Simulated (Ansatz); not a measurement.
Reaction (hydrogenolysis of the In–O bond): `[OH][In]([Br])[Br]` + H₂ → `[Br][InH][Br]` + H₂O

Computed with Ansatz on PBE0-D4/def2-TZVP structures; ΔE is electronic, products minus reactants. CBS: MP2 limit from def2 TZ/QZ plus the TZ coupled-cluster correction, frozen cores. This one scheme is used for every species. Functionals use def2-TZVPP. B3LYP here is the variant with VWN-RPA as its local correlation; programs differ in this. def2 core potentials past Kr. For Br, In outer-core shells are correlated without core-valence functions, which leaves a few kJ/mol of doubt a bond. Scalar relativity is left out up to krypton. One conformer a species, not always the lowest.

```
             level  ΔE (kcal/mol)  difference from CCSD(T)/CBS
            PBE-D4            0.0                         -0.3
           BLYP-D4            1.9                          1.6
         r2SCAN-D4            0.4                          0.1
            B97M-V           -1.6                         -1.9
           PBE0-D4           -2.4                         -2.7
          B3LYP-D4           -0.4                         -0.7
      CAM-B3LYP-D4           -1.2                         -1.5
           ωB97M-V           -1.5                         -1.8
            revPBE           -0.4                         -0.7
            r2SCAN            0.2                         -0.1
              PBE0           -3.0                         -3.3
           r2SCANh           -0.8                         -1.1
RPA@PBE/def2-TZVPP            0.1                         -0.2
SCS-MP2/def2-TZVPP            0.7                          0.4
CCSD(T)/def2-TZVPP           -0.5                         -0.8
    MP2/def2-QZVPP            1.7                          1.4
       CCSD(T)/CBS            0.3                            0
```

What do rigid-rotor, harmonic-oscillator terms from PBE0-D4/def2-TZVP frequencies (298.15 K, 1 bar) make of the CCSD(T)/CBS value? (An estimate is asked.)

Ansatz gave: ΔZPE = +2.7 kcal/mol, ΔH = +2.3 kcal/mol, ΔS = 20 J/(mol·K), ΔG = +0.9 kcal/mol.

Largest T1 diagnostic among the species: 0.012.

From r2SCAN to r2SCAN0 (25 % exact exchange), in def2-TZVPP and without D4, ΔE moves by −2.4 kcal/mol. At CCSD(T), def2-SVP lies −0.8 kcal/mol from the extrapolated value and def2-TZVPP −0.8 kcal/mol.
